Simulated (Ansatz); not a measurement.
Reaction R1 + R2 → 2 P1, each structure at its B3LYP-D3(BJ)/def2-SVP stationary point, reached from a drawn start (curvature not checked).
R1, H6O7Si2 (SMILES O[Si](O)(O)O[Si](O)(O)O) (charge 0, multiplicity 1):
```xyz
15

O      2.88993     0.48586     0.41737
Si     1.44631    -0.30787     0.50606
O      1.41467    -1.44381    -0.68777
O      1.27678    -0.88647     2.03824
O      0.15522     0.71537     0.28248
Si    -1.36644     0.52004    -0.29714
O     -1.79727     1.88245    -1.12014
O     -1.27920    -0.85547    -1.23725
O     -2.53830     0.21812     0.81524
H      3.29173     0.49633    -0.45920
H      0.52351    -1.57215    -1.06036
H      2.05771    -1.30722     2.41560
H     -1.07067     2.38874    -1.50198
H     -2.11312    -1.31121    -1.40455
H     -2.89095     0.97739     1.29349
```
R2: B2H4O5 (SMILES OB(O)OB(O)O), charge 0, multiplicity 1.
P1: BH5O6Si (SMILES OB(O)O[Si](O)(O)O), charge 0, multiplicity 1.

P less R. No zero-point or thermal terms. One arrangement of each flexible species, with no search for the lowest.

Correlated levels freeze the cores.

The values were computed with Ansatz (Gaussian basis) for Hartree–Fock, density functionals and correlated methods. No computed number here is a measurement.

Total energies in hartree:

| structure | PBE/def2-TZVPP | PBE0/def2-TZVPP | CCSD(T)/cc-pV(T+d)Z |
|---|---|---|---|
| R1 | -1109.025855 | -1109.080924 | -1108.114218 |
| R2 | -428.263987 | -428.274472 | -427.966977 |
| P1 | -768.642341 | -768.674974 | -768.038068 |

Problem. Work out the reaction energy at each level in meV (1 hartree = 27211.38625 meV), and say how far PBE/def2-TZVPP lies from CCSD(T)/cc-pV(T+d)Z.

Solution. 
- PBE/def2-TZVPP: 2 × (-768.642341) − (-1109.025855) − (-428.263987) = 0.005160 hartree = 140.4 meV
- PBE0/def2-TZVPP: 2 × (-768.674974) − (-1109.080924) − (-428.274472) = 0.005448 hartree = 148.2 meV
- CCSD(T)/cc-pV(T+d)Z: 2 × (-768.038068) − (-1108.114218) − (-427.966977) = 0.005059 hartree = 137.7 meV
PBE/def2-TZVPP less CCSD(T)/cc-pV(T+d)Z: 2.7 meV. CCSD(T)/cc-pV(T+d)Z is the level counted from, the highest shown, and no exact or measured value.

Ansatz is a program for electronic structure.
